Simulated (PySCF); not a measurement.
## Two-component Hartree-Fock for Br²²⁺ (bromine, charge +22)

Start: [Ne] 3s2 3p1; 3p1/2 filled at m_j = +1/2. Calculated with PySCF 2.14 in an uncontracted even-tempered set (19 s from 2.7 bohr⁻², ratio 2.4; 13 p from 3.5 bohr⁻², ratio 2.4; 5 d from 13 bohr⁻², ratio 2.6; 4 f from 20 bohr⁻², ratio 2.6): generalised Hartree-Fock with the X2C-1e Hamiltonian and a Gaussian nucleus; one run each with spin-orbit coupling (SO) switched off, then screened by Boettger's factors.

```csv
spinor shell,electrons,"ε, spin-free (eV)","ε, screened SO (eV)",weight of nominal j (screened SO),"rms radius, screened SO (bohr)"
1s1/2,2,-14537.1,-14536.2,1.000,0.0492
2s1/2,2,-2762.5,-2762.0,1.000,0.201
2p1/2,2,-2546.8,-2581.9,1.000,0.177
3s1/2,2,-1019.5,-1019.2,1.000,0.500
3p1/2,1,-963.11,-970.45,1.000,0.487
```

Q: Where does 2p3/2 lie, and what is the 2p spin-orbit splitting (screened SO)?

A: At -2529.4 eV, 52.460 eV above 2p1/2.

```tsv
quantity	spin-free	screened SO
E (hartree)	-2304.47760	-2304.87552
M_J	1/2	1/2
⟨J²⟩	1.087	0.752
⟨L²⟩	2.007	2.007
⟨S²⟩	0.752	0.753
```

Each row is a mean over spinors that exchange with the open shell spreads, by up to 7.176 eV (2p1/2).

Without spin-orbit coupling the j labels of p, d and f shells carry no meaning; the spin-free column gives the mean over the occupied spinors of each nl shell, and its ⟨J²⟩ belongs to a mixture of degenerate components.
